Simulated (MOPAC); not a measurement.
MOPAC input (MNDO):

```
MNDO 1SCF GEO-OK AUX(PRECISION=9) THREADS=1
SSi

Si   -0.00000000 1   -0.00000000 1   -1.03359800 1
S     0.00000000 1    0.00000000 1    0.90439800 1
```

From the output:

```
                                                       MOPAC v23.2.5 Linux

          FINAL HEAT OF FORMATION =         76.11224 KCAL/MOL =     318.45362 KJ/MOL

          COSMO AREA              =         95.62 SQUARE ANGSTROMS
          COSMO VOLUME            =         83.95 CUBIC ANGSTROMS

          IONIZATION POTENTIAL    =          9.095651 EV
          HOMO LUMO ENERGIES (EV) =         -9.096 -0.556
          NO. OF FILLED LEVELS    =          5
          MOLECULAR WEIGHT        =         60.1455         POINT GROUP:  C*v

          MOLECULAR DIMENSIONS (Angstroms)

            Atom       Atom       Distance
            S     2   Si     1     1.93800
            S     2   Si     1     0.00000
           Si     1    S     2     0.00000

          SCF CALCULATIONS        =          1

   ATOM   CHEMICAL          X               Y               Z
  NUMBER   SYMBOL      (ANGSTROMS)     (ANGSTROMS)     (ANGSTROMS)

     1      Si         -0.00000000  *  -0.00000000  *  -1.03359800  *
     2       S          0.00000000  *   0.00000000  *   0.90439800  *

                             CARTESIAN COORDINATES

   1   Si       -0.000000000    -0.000000000    -1.033598000
   2    S        0.000000000     0.000000000     0.904398000

           Empirical Formula: Si S  =     2 atoms

      MOLECULAR POINT GROUP   :   C*v

                  EIGENVALUES
 -21.16733 -12.37771  -9.23559  -9.09565  -9.09565  -0.55563  -0.55563   1.91399

              NET ATOMIC CHARGES AND DIPOLE CONTRIBUTIONS

  ATOM NO.   TYPE          CHARGE      No. of ELECS.   s-Pop       p-Pop
    1         Si           0.739280        3.2607     1.83294     1.42778
    2          S          -0.739280        6.7393     1.92922     4.81006
 DIPOLE           X         Y         Z       TOTAL
 POINT-CHG.     0.000     0.000    -6.882     6.882
 HYBRID        -0.000    -0.000     1.768     1.768
 SUM           -0.000    -0.000    -5.114     5.114

          ATOMIC ORBITAL ELECTRON POPULATIONS

     Atom    s        px        py        pz
    1 Si   1.83294   0.27320   0.27320   0.88139
    2  S   1.92922   1.72680   1.72680   1.35645

 **********************
 *                    *
 * JOB ENDED NORMALLY *
 *                    *
 **********************

 == MOPAC DONE ==
```

The geometry given is a B3LYP-D3(BJ)/def2-TZVP minimum.
